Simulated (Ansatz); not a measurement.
Basis-set extrapolation for C5N4, SMILES `N#CC(C#N)(C#N)C#N` (PBE0-D4/def2-TZVP geometry, frozen core, the Gaussian-basis code of Ansatz). Multiplicity 1, RHF reference.

```tsv
	def2-TZVPP	def2-QZVPP
HF	-407.179966	-407.195207
MP2 correlation	-1.485605	-1.581379
CCSD(T) correlation	-1.559484	not run
```

Energies in hartree. Use E(X) = E(∞) + A·exp(−7.88·√X) for Hartree–Fock and E(X) = E(∞) + B·X^(−2.97) for correlation, with X = 3 and 4, and add CCSD(T) minus MP2 of the smaller set to the MP2 limit.

What is the CCSD(T) energy at the basis-set limit?

HF limit: -407.195207 + (-0.015241) × 0.13774 = -407.19731. MP2 limit: -1.581379 + (-0.095774) × 0.74074 = -1.65232. Higher-order term: -1.559484 − (-1.485605) = -0.07388. Total: -408.92351 hartree, 483.2 kJ/mol below CCSD(T)/def2-TZVPP.
